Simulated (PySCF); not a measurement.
**Spinor energies of Rb⁺ (rubidium, charge +1)**

Start: [Kr]. Calculated with PySCF 2.14 in x2c-TZVPall-2c (8s9p7d1f, 77 functions): generalised Hartree-Fock with the X2C-1e Hamiltonian and a Gaussian nucleus; one run each with spin-orbit coupling (SO) switched off, then screened by Boettger's factors.

```tsv
spinor shell	electrons	ε, spin-free (eV)	ε, screened SO (eV)	weight of nominal j (screened SO)	rms radius, screened SO (bohr)
1s1/2	2	-15292.5	-15292.0	1.000	0.0464
2s1/2	2	-2113.5	-2113.4	1.000	0.192
2p1/2	2	-1868.7	-1910.6	1.000	0.169
2p3/2	4	-1868.7	-1848.8	1.000	0.173
3s1/2	2	-347.16	-347.13	1.000	0.543
3p1/2	2	-266.14	-272.75	1.000	0.550
3p3/2	4	-266.14	-262.99	1.000	0.561
3d3/2	4	-131.82	-132.79	1.000	0.575
3d5/2	6	-131.82	-131.15	1.000	0.579
4s1/2	2	-48.076	-48.070	1.000	1.57
4p1/2	2	-27.467	-28.143	1.000	1.82
4p3/2	4	-27.467	-27.142	1.000	1.86
```

```tsv
quantity	spin-free	screened SO
E (hartree)	-2978.86990	-2979.07883
M_J	0	0
⟨J²⟩	0.000	0.000
⟨L²⟩	0.000	0.005
⟨S²⟩	0.000	0.005
```

Breit and QED terms are absent; they matter most for the inner s and p1/2 levels.

Densities and radii are taken from the X2C orbitals without a picture-change correction, which distorts them close to the nucleus.

Without spin-orbit coupling the j labels of p, d and f shells carry no meaning; the spin-free column gives the mean over the occupied spinors of each nl shell.
